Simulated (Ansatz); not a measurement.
Consider the formal exchange of groups at the Si–C bond: `O[SiH2]C[Si](O)(Cl)Cl` + HBr → `O[SiH](Cl)Cl` + `O[SiH2]CBr`.

Computed with Ansatz on PBE0-D4/def2-TZVP structures; ΔE is electronic, products minus reactants. CCSD(T)/CBS is the MP2 limit (def2-TZVPP, def2-QZVPP) plus CCSD(T) − MP2 in def2-TZVPP, frozen cores. This one scheme is used for every species. Functionals use def2-TZVPP. B3LYP here is the variant with VWN-RPA as its local correlation; programs differ in this. For Br outer-core shells are correlated without core-valence functions, which leaves a few kJ/mol of doubt a bond. Scalar relativity is left out up to krypton. One conformer a species, not always the lowest.

```csv
level,ΔE (kJ/mol)
PBE-D4,92.0
B3LYP-D4,92.0
ωB97X-V,91.8
PBE,82.6
B3LYP,77.4
HF/def2-TZVPP,73.8
SCS-MP2/def2-TZVPP,85.9
HF/CBS(def2),73.0
```

Q: What does CCSD(T)/CBS give? (Best estimate.)

A: Computed: +90.5 kJ/mol. The listed levels differ from it by 1.5, 1.5, 1.3, -7.9, -13.1, -16.7, -4.6, -17.5 kJ/mol.

Largest T1 diagnostic among the species: 0.010.

From PBE to PBE0 (25 % exact exchange), in def2-TZVPP and without D4, ΔE moves by +4.4 kJ/mol. In def2-TZVPP, CCSD(T) changes the Hartree–Fock value by +18.1 kJ/mol (the triples alone add +1.9 kJ/mol) and MP2 by +20.1 kJ/mol. The D4 term adds +14.7 kJ/mol with B3LYP and +8.7 kJ/mol with PBE0; it sums over pairs of atoms, weighted by their polarisabilities, and B3LYP, whose exchange is more repulsive, gets the larger term.
